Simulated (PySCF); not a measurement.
C₃H₆BFO₂, SMILES C1(F)(B(O)O)CC1.

Geometry optimised at B3LYP-D3(BJ)/def2-SVP. This is a generated structure with no PubChem entry under its InChIKey; it may be hypothetical. Other conformers were not sampled.

The numbers are results of PySCF 2.14.0 with B3LYP-D3(BJ)/def2-SVP, not measurements.

Frequencies are harmonic and unscaled.

```csv
mode,ν (cm⁻¹),IR (km/mol),moving atoms (share of kinetic energy)
1,69,2.6,"O 58 %, F 17 %, C 15 %, H 10 %"
2,170,5.6,"O 40 %, C 25 %, F 18 %, H 16 %"
3,190,0.0,"C 52 %, H 35 %, O 10 %"
4,303,8.0,"O 40 %, F 31 %, H 14 %, C 12 %"
5,399,0.1,"C 37 %, H 31 %, F 23 %"
6,433,2.5,"O 44 %, F 21 %, C 14 %, B 10 %, H 10 %"
7,445,15.1,"C 29 %, H 24 %, O 23 %, F 19 %"
8,531,145.9,H 83 %
9,616,16.4,"H 89 %, O 8 %"
10,636,46.8,"O 32 %, H 19 %, F 19 %, C 16 %, B 14 %"
11,688,89.7,"B 64 %, C 12 %, O 12 %, H 12 %"
12,764,0.7,H 95 %
13,880,21.4,"H 45 %, C 32 %, F 18 %"
14,885,0.2,"C 49 %, H 46 %"
15,951,12.0,"C 59 %, H 40 %"
16,980,12.5,"C 48 %, H 44 %"
17,1007,147.0,"H 53 %, O 41 %"
18,1039,86.9,"H 83 %, O 12 %"
19,1060,2.0,"H 59 %, C 37 %"
20,1064,0.7,"H 69 %, C 31 %"
21,1180,0.0,"H 77 %, C 22 %"
22,1215,81.1,"C 43 %, H 35 %, B 9 %, O 8 %"
23,1277,76.6,"C 60 %, H 30 %"
24,1416,3.8,"H 92 %, C 8 %"
25,1441,301.7,"B 38 %, H 36 %, C 15 %, O 10 %"
26,1481,98.5,"C 44 %, H 28 %, B 25 %"
27,1488,175.4,"B 59 %, O 17 %, H 16 %"
28,3127,7.1,H 96 %
29,3129,1.3,H 95 %
30,3223,0.3,"H 89 %, C 11 %"
31,3233,2.9,"H 89 %, C 11 %"
32,3816,95.4,H 94 %
33,3840,83.7,H 94 %
```
